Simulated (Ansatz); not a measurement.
## Worked example: C2H4F2 + SiH3I → C2H4FI + SiH3F

Species: C2H4F2 (1,2-difluoroethane) `FCCF`, singlet; SiH3I `[SiH3]I`, singlet; C2H4FI (1-fluoro-2-iodoethane) `FCCI`, singlet; SiH3F `F[SiH3]`, singlet. The partners trade F for I: C–F and Si–I bonds give way to C–I and Si–F.

Shapes, held fixed at every level: PBE0-D4/def2-TZVP. Flexible molecules stand in one conformer, not always the lowest. Programs: Ansatz 0.2.0. The zero-point and thermal change to 298 K, harmonic and unscaled (PBE0-D4/def2-TZVP), is -0.7 kJ/mol.

At CCSD(T)/def2-TZVPP; 1 Eh = 2625.50 kJ/mol:

```
species  energy (Eh)
 C2H4F2  -277.940427
  SiH3I  -588.021398
 C2H4FI  -475.349973
  SiH3F  -390.646953
```

Task: Work out ΔH(298 K) of the reaction at this level.

Result: 
1. Products less reactants: (-475.349973) + (-390.646953) − [(-277.940427) + (-588.021398)] = -0.035101 Eh = -92.2 kJ/mol.
2. With the thermal change: -92.2 + (-0.7) = -92.9 kJ/mol.

Other levels give -83.8 (B3LYP-D4/def2-TZVPP) to -52.1 kJ/mol (HF/def2-SVP). No measured value is set beside it here. For atoms past krypton def2 sets carry core potentials with scalar relativity. Outer-core shells of I are correlated, in sets that cover them unevenly. CCSD(T)/def2-TZVPP lies outside the range of all other levels here, so it shouldn't be taken on trust. The median of the other levels is -77.8 kJ/mol.
